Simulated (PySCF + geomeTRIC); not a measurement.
Species: Cl2Ga, SMILES `[Cl][Ga][Cl]` (charge 0, multiplicity 2).

Problem. Give a relaxed geometry from PBE0-D4/def2-TZVP in PySCF + geomeTRIC.

Solution. the end point of this relaxation (outside a Z-matrix the atoms follow the SMILES, hydrogens last).
Bond lengths (Å): Cl1–Ga2 2.159, Ga2–Cl3 2.159. Bond angles (°): Cl1–Ga2–Cl3 118.7.
